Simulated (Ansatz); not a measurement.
`[OH][Ge]([F])([F])[Cl]` + `[F][In]([Cl])[GeH3]` → `[OH][Ge]([F])([Cl])[GeH3]` + `[F][In]([F])[Cl]`  (redistribution)

Program: Ansatz. Geometries: PBE0-D4/def2-TZVP. ΔE: electronic, gas phase. CCSD(T)/CBS adds triple-zeta CCSD(T) − MP2 to the extrapolated MP2 energy (def2 sets, frozen cores). DFT in def2-TZVPP. HSE06 is defined as in plane-wave codes. def2 core potentials past Kr. For Ge, In outer-core shells are correlated without core-valence functions, which leaves a few kJ/mol of doubt a bond. Scalar relativity is left out up to krypton. One conformer a species, not always the lowest.

```tsv
level	ΔE (kJ/mol)	difference from CCSD(T)/CBS
LDA (SPW92)	60.4	7.1
PBE-D4	47.1	-6.2
HSE06-D4	55.4	2.1
CAM-B3LYP-D4	53.9	0.6
ωB97X-V	52.7	-0.6
PBE-QIDH	61.6	8.3
PBE	49.2	-4.1
BHLYP	61.7	8.4
RPA@PBE/def2-TZVPP	56.6	3.3
HF/def2-SVP	66.7	13.4
MP2/def2-SVP	59.8	6.5
MP2/def2-TZVPP	64.1	10.8
SCS-MP2/def2-TZVPP	62.2	8.9
CCSD/def2-TZVPP	63.0	9.7
HF/def2-QZVPP	64.6	11.3
HF/CBS(def2)	64.4	11.1
CCSD(T)/CBS	53.3	0
```

Largest T1 diagnostic among the species: 0.016.

From r2SCAN to r2SCAN0 (25 % exact exchange), in def2-TZVPP and without D4, ΔE moves by +6.5 kJ/mol. Leaving LDA and LC-ωPBE aside and taking each functional with its dispersion term where it has one, the values, not all of them listed here, spread over 19.3 kJ/mol, from revPBE-D4 to r2SCAN0-D4. LDA lies +11.2 kJ/mol from PBE without D4.

CCSD(T)/CBS has its own doubt, a few kJ/mol and more with outer-core shells, so smaller differences from it don't rank the levels.
